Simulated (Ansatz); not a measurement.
C$_{2}$H$_{7}$ClGe, SMILES `ClC[CH2][GeH3]`, relaxed with RKS PBE0-D4/def2-TZVP in Ansatz from a PBE-D4/def2-SVP geometry. The force threshold is 0.005 eV/Å; the program also tests the step.

Total charge 0; spin multiplicity 1.

Start:

```xyz
11

Cl    1.039    2.014   -0.741
C    -0.016    1.337    0.568
C     0.166   -0.163    0.730
Ge   -0.178   -1.220   -0.917
H     0.248    1.892    1.491
H    -1.057    1.597    0.291
H    -0.535   -0.524    1.513
H     1.193   -0.395    1.081
H    -1.428   -0.649   -1.638
H    -0.465   -2.690   -0.502
H     1.034   -1.200   -1.877
```

Problem. By how much does the energy fall, and how many steps does the optimiser take? (Estimate.)

Solution. Ansatz gave: 0.04 eV, in 7 steps.

Problem. Which bonds change most? (Best estimate.)

Solution. Ansatz gave: Cl1–C2 from 1.813 to 1.789 Å; C2–H5 from 1.108 to 1.090 Å; C2–H6 from 1.108 to 1.090 Å; C3–Ge4 from 1.987 to 1.969 Å.

Problem. Give the relaxed structure. (An estimate is asked.)

Solution. The calculation gave: 
```xyz
11

Cl    1.060    2.003   -0.700
C    -0.016    1.327    0.560
C     0.170   -0.163    0.723
Ge   -0.182   -1.213   -0.905
H     0.218    1.870    1.475
H    -1.033    1.577    0.255
H    -0.520   -0.513    1.497
H     1.182   -0.384    1.070
H    -1.433   -0.651   -1.604
H    -0.452   -2.672   -0.496
H     1.006   -1.181   -1.875
```
